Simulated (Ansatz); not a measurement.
Geometry optimisation, RKS PBE-D4/def2-SVP in Ansatz.

input.yaml

```yaml
crystal:
  periodic: [false, false, false]
  atoms:
    - { symbol: C, position_ang: [-0.3925, 1.1033, 0.3172] }
    - { symbol: Si, position_ang: [0.0354, -0.5361, -0.3499] }
    - { symbol: O, position_ang: [1.648, -0.5074, -0.8628] }
    - { symbol: Zn, position_ang: [-0.2417, -1.8973, 1.501] }
    - { symbol: H, position_ang: [0.2096, 1.401, 1.1494] }
    - { symbol: H, position_ang: [-1.5009, 1.144, 0.6312] }
    - { symbol: H, position_ang: [-0.288, 1.9084, -0.4909] }
    - { symbol: H, position_ang: [2.03259, -1.34738, -0.50695] }
    - { symbol: H, position_ang: [1.6997, 0.1172, -1.5875] }
    - { symbol: H, position_ang: [-0.3052, -1.9226, 1.1935] }
basis:
  gaussian: { orbitals: def2-SVP }
hamiltonian:
  xc: pbe
  dispersion: d4
relax:
  f_tol: 0.02
  max_steps: 50
```

Command:

```bash
$ ansatz run input.yaml --threads 2 --pin off --max-ram 3072MiB --backend cpu --events-out ev --progress --plain --runs-dir out
```

Where does it end, and by what steps?

It converged. After 31 steps the energy has fallen by 243.020 eV; H9 moved furthest, 1.21 Å. The start is strongly strained (largest force component 1896 eV/Å), so its close contacts needn't be bonds. Parted: Si2–Zn4, Zn4–H10. Joined: Si2–H10.

| step | energy less start (eV) | largest force component (eV/Å) | accepted |
| --- | --- | --- | --- |
| 0 | 0.0000 | 1896.184 | yes |
| 2 | -222.4773 | 85.904 | yes |
| 4 | -230.0762 | 51.611 | yes |
| 6 | -234.8453 | 32.699 | yes |
| 8 | -236.9383 | 20.146 | yes |
| 10 | -238.5862 | 13.508 | yes |
| 12 | -239.9215 | 8.925 | yes |
| 14 | -240.8839 | 6.145 | yes |
| 16 | -241.4040 | 4.656 | yes |
| 18 | -242.2581 | 2.302 | yes |
| 20 | -242.7798 | 0.986 | yes |
| 22 | -242.8581 | 0.709 | yes |
| 24 | -242.9753 | 0.191 | yes |
| 26 | -243.0145 | 0.181 | yes |
| 28 | -243.0161 | 0.131 | no |
| 30 | -243.0198 | 0.029 | yes |
| 31 | -243.0200 | 0.012 | yes |

```xyz
10
Properties=species:S:1:pos:R:3
C -0.505 1.103 0.387
Si -0.519 -0.317 -0.927
O 1.529 -0.414 -0.864
Zn 0.910 -1.817 1.761
H 0.141 0.917 1.275
H -1.545 1.238 0.760
H -0.195 2.067 -0.067
H 1.848 -0.746 0.037
H 1.837 -1.083 -1.510
H -0.603 -1.486 0.142
```

Whether the end is a true minimum wasn't checked by a vibrational analysis.

Run time: 84 s on 2 threads of Arm Neoverse V1 (shared host), peak memory 0.16 GiB.
